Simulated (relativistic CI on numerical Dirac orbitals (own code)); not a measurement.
**Radial parameters of Re28+**

Computed by Dirac-Coulomb-Breit CI, orbitals from a KLI potential per configuration, a model potential for QED, unscaled Slater integrals (own radial code, finite nucleus).

Slater integrals F^k, G^k are unscaled and averaged over j, outside the closed core [Ar] 3d10; ζ comes from projecting the Hamiltonian with its Breit term on Σ l·s of the shell.

- 4s2.4p6.4d10.4f: ζ(4f) = 9201.4 cm⁻¹; <r>(4f) = 0.4269, <r^2>(4f) = 0.2086 (bohr units).
- 4s2.4p6.4d9.4f2: ζ(4d) = 54769, F^2(4f,4f) = 245380, F^4(4f,4f) = 160000, F^6(4f,4f) = 117020, F^2(4d,4f) = 226170, F^4(4d,4f) = 147450, G^1(4d,4f) = 241470, G^3(4d,4f) = 163660, G^5(4d,4f) = 119400, ζ(4f) = 9111.4 cm⁻¹; <r>(4d) = 0.4436, <r^2>(4d) = 0.2252, <r>(4f) = 0.4276, <r^2>(4f) = 0.2093 (bohr units).
- 4s2.4p6.4d10.5p: ζ(5p) = 161950 cm⁻¹; <r>(5p) = 0.8034, <r^2>(5p) = 0.7219 (bohr units).

Averages of the first 10 configurations, taken without configuration mixing, which lowers the lowest level and can move excited configurations by several eV; other configurations of the list can lie among them:

| Configuration | Parity | States | Average energy above the lowest level (eV) |
| --- | --- | --- | --- |
| 4s2.4p6.4d10.4f | odd | 14 | 3.0 |
| 4s2.4p6.4d9.4f2 | even | 910 | 219.7 |
| 4s2.4p6.4d10.5s | even | 2 | 155.1 |
| 4s2.4p6.4d10.5p | odd | 6 | 220.6 |
| 4s2.4p5.4d10.4f2 | odd | 546 | 440.9 |
| 4s2.4p6.4d10.5d | even | 10 | 307.2 |
| 4s.4p6.4d10.4f2 | even | 182 | 607.8 |
| 4s2.4p6.4d9.4f.5s | odd | 280 | 369.7 |
| 4s2.4p4.4d10.4f3 | odd | 5460 | 879.2 |
| 4s2.4p6.4d9.5s2 | even | 10 | 530.9 |
